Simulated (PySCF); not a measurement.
The vertical singlet excitations below were computed for one of the candidates. Level of theory: TDDFT PBE0/def2-SVPD, vertical, gas phase, core orbitals frozen in the response in PySCF. Geometries: GFN2-xTB, one conformer each.

| state | E (eV) | f |
| --- | --- | --- |
| S1 | 5.69 | 0.017 |
| S2 | 5.92 | 0.0013 |
| S3 | 6.27 | 0.0096 |
| S4 | 6.31 | 0.0011 |
| S5 | 6.43 | 0.0009 |
| S6 | 6.52 | 0.0004 |
| S7 | 6.74 | 0.019 |
| S8 | 6.93 | 0.0020 |

Question: Which candidate is it?
A. `C#C[SiH2]O[SiH2][SiH2]O`
B. `C=NC1(OC)CC1`
C. `O=C[Si@@H]1O[SiH2]C[SiH2]1`

Answer: A. Its S1, at 5.69 eV, is the highest among the candidates; the nearest of the others has S1 at 4.95 eV. S1 is HOMO→LUMO (96%). Löwdin shares by element: HOMO silicon 40% or more, oxygen 28% (atoms not listed hold the other 32%); LUMO silicon 49%, oxygen 8% or more (atoms not listed hold the other 44%). At the same level the other candidates give, for their lowest levels:
- `C=NC1(OC)CC1`: 4.95 eV (f 0.004); 6.22 eV (f 0.173); 6.68 eV (f 0.095); 6.97 eV (f 0.009); 7.32 eV (f 0.012); T1 4.12 eV; HOMO -7.16, LUMO -0.36 eV
- `O=C[Si@@H]1O[SiH2]C[SiH2]1`: 3.11 eV (f 0.004); 5.23 eV (f 0.008); 5.51 eV (f 0.019); 5.71 eV (f 0.087); 6.15 eV (f 0.001); T1 2.39 eV; HOMO -6.98, LUMO -1.77 eV

Shape of the structure used: `[CH:1]#[C:2][SiH2:3][O:4][SiH2:5][SiH2:6][OH:7]`: C2–Si3–O4–Si5 62°, Si3–O4–Si5–Si6 68°, O4–Si5–Si6–O7 -179°, H–O7–Si6–Si5 180°.
Triplets come from the Tamm–Dancoff approximation.
